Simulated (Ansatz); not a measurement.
This geometry of F3H2NTi + H2S (10 atoms, charge 0, multiplicity 1) is a first-order saddle point.

These are results of RKS B3LYP-D4/def2-SVP in Ansatz, not measurements.

```xyz
10
Properties=species:S:1:pos:R:3
Ti -0.146 -0.109 0.108
N -0.301 -0.154 2.119
H -0.031 -1.035 2.565
H 0.181 0.606 2.608
F 1.471 -0.779 0.082
F 0.122 1.440 -0.627
F -0.988 -1.357 -0.769
S -2.691 0.770 0.865
H -3.204 -0.462 0.643
H -1.639 0.231 1.898
```

(1) Which two structures does it join? (They come from a converged band through this point; their orientation in space is the band's.)

(2) How far does it lie above each of them?

Answers

(1) Bonds broken: S8–H10. Bonds formed: Ti1–S8, N2–H10. F3H2NTi + H2S becomes F3H4NSTi.

First end point:

```xyz
10
Properties=species:S:1:pos:R:3
Ti 0.425 -0.083 -0.001
N 0.190 0.139 1.809
H 0.892 0.046 2.542
H -0.727 0.420 2.175
F 1.875 -1.021 -0.246
F 0.584 1.482 -0.782
F -1.049 -0.825 -0.630
S -3.318 0.231 1.738
H -2.841 -0.252 0.566
H -3.257 -0.988 2.322
```

Last end point:

```xyz
10
Properties=species:S:1:pos:R:3
Ti -0.300 0.202 -0.063
N -0.572 -0.582 2.094
H -1.222 -1.366 2.175
H 0.346 -0.921 2.391
F 0.901 1.189 0.760
F -0.225 0.837 -1.686
F 0.137 -1.483 -0.314
S -2.561 0.791 0.065
H -2.871 0.349 1.305
H -0.858 0.133 2.766
```

(2) 0.56 eV above the first and 1.28 eV above the second. This is the barrier of this one path; another mechanism may lie lower. The orbitals stay closed-shell, which can raise the energy where a bond breaks towards radicals; this wasn't checked here.

The run took 5.6 min on 4 threads of Arm Neoverse V2, on a shared host, peak memory 0.37 GiB.
